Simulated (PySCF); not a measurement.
Electron correlation in In (indium, neutral)

[Kr] 4d10 5s1 5p2, high-spin 4P determinant (an excited configuration). Calculation: PySCF 2.14, in aug-cc-pwCVTZ-DK3 (10s9p7d4f1g, 109 functions); scalar relativity by spin-free X2C-1e. Frozen: [Ar] 3d10; 21 electrons correlated.

MP2 pair energies summed by pair of shells (mhartree):

```
 pair   energy  share (%)
4d-4d  -336.03       51.6
4p-4d  -141.39       21.7
4p-4p   -42.99        6.6
4d-5p   -35.52        5.4
4s-4d   -29.71        4.6
4d-5s   -29.27        4.5
4s-4p   -17.75        2.7
5p-5p    -3.96        0.6
4p-5s    -3.84        0.6
4p-5p    -3.58        0.5
4s-4s    -3.54        0.5
5s-5p    -3.33        0.5
4s-5s    -0.45        0.1
4s-5p    -0.44        0.1
```

Total MP2 correlation energy: -651.80 mhartree.

Same-spin part -231.13 and opposite-spin part -420.67 mhartree; SCS-MP2 scales them by 1/3 and 6/5 to -581.84 mhartree.
